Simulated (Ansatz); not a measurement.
The same path of Cl4Ti + H2 (7 atoms, charge 0, multiplicity 1) was run twice with different band settings. Lost on the way: Ti1–Cl2, H6–H7. Made: Ti1–H6, Cl2–H7.

Theory: Ansatz 0.2.0, RKS PBE-D4/def2-SVP.

Relaxed end points:

```xyz
7
Properties=species:S:1:pos:R:3
Ti 0.445 0.000 -0.070
Cl 0.549 0.000 2.102
Cl 2.459 0.000 -0.883
Cl -0.603 1.775 -0.754
Cl -0.603 -1.775 -0.754
H -3.094 0.000 1.175
H -2.643 0.000 1.798
```

```xyz
7
Properties=species:S:1:pos:R:3
Ti -0.371 0.000 -0.688
Cl -0.714 0.000 3.570
Cl 1.656 0.000 0.071
Cl -0.988 1.828 -1.665
Cl -0.987 -1.828 -1.666
H -1.283 0.000 0.735
H -0.804 0.000 2.258
```

Common settings: movable images 5; climbing image yes; optimiser quadratic models (default); start path through a guess of the saddle point; force threshold 0.05 eV/Å; iteration limit 60; end points relaxed.

| run | spring |
| --- | --- |
| 1 | 5.0 eV/Å² |
| 2 | 20.0 eV/Å² |

(1) What does each run give, and how far can it be trusted?

Answers

(1) Run 1: converged after 11 iterations, highest image 1.859 eV above the first end. A vibrational analysis at the climbing image gives 2 clearly imaginary modes (93i, 57i cm⁻¹): a point of higher order, so a lower path passes nearby.
Run 2: converged after 11 iterations, highest image 1.859 eV above the first end. Another band between the same ends (5 images) ends at a top of the same energy, where a vibrational analysis finds 2 clearly imaginary modes.
The orbitals stay closed-shell, which can raise the energy where a bond breaks towards radicals; this wasn't checked here.
